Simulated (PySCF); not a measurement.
Compound: BF2H5P2.
SMILES: `P[P+]([BH3-])(F)F`

Level of theory: EOM-IP-CCSD/aug-cc-pVDZ in PySCF, restricted Hartree–Fock reference, 13 core orbitals frozen, non-relativistic, gas phase, PBE0-D3(BJ)/def2-SVP geometry.

Hartree–Fock orbital energies give these Koopmans values (eV): HOMO 11.23, HOMO-1 12.55, HOMO-2 12.58, HOMO-3 13.14, HOMO-4 15.30, HOMO-5 15.48, HOMO-6 18.69, HOMO-7 19.28.

What vertical ionisation energies does EOM-IP-CCSD give?

```
leading hole (HF orbital)  Koopmans (eV)  EOM-IP-CCSD (eV)  change (eV)  one-hole share
                     HOMO          11.23             10.65        -0.58            0.96
                   HOMO-2          12.58             11.69        -0.89            0.95
                   HOMO-1          12.55             11.74        -0.81            0.95
                   HOMO-3          13.14             12.40        -0.74            0.94
                   HOMO-4          15.30             14.01        -1.29            0.94
                   HOMO-5          15.48             14.59        -0.89            0.94
                   HOMO-6          18.69             15.94        -2.75            0.94
                   HOMO-7          19.28             16.74        -2.54            0.92
```

Does the order of the lines follow the orbital energies?

No: the HOMO-2 hole (11.69 eV) falls below the HOMO-1 hole (11.74 eV). The corrections run from -2.75 to -0.58 eV, with a mean of -1.31 eV over the 8 lines; no line lies above its Koopmans value. Koopmans values leave out both the relaxation of the orbitals and the change in correlation energy.

At what kinetic energies would He I light (21.22 eV) eject these electrons?

10.57 eV (HOMO), 9.53 eV (HOMO-2), 9.48 eV (HOMO-1), 8.82 eV (HOMO-3), 7.21 eV (HOMO-4), 6.63 eV (HOMO-5), 5.28 eV (HOMO-6), 4.48 eV (HOMO-7).

What total energy has the lowest final state, and which wavelength reaches it?

E(CCSD) + ionisation energy = -908.83029 + 0.39132 = -908.43897 Eh, at the geometry of the initial state. The threshold wavelength is 1239.84 eV nm/10.65 eV = 116.4 nm.

Lines less than 0.15 eV apart could change places at a higher level. One root was sought for each valence orbital with −ε under 21 eV, eight at most, so deeper holes and satellites are missing; no vibrational structure.

Shape of the structure used: `[BH3-:1][P+:2]([F:3])([F:4])[PH2:5]`: H–P5–P2–B1 -47°, H–P5–P2–B1 46°.

One conformer stands for the species.
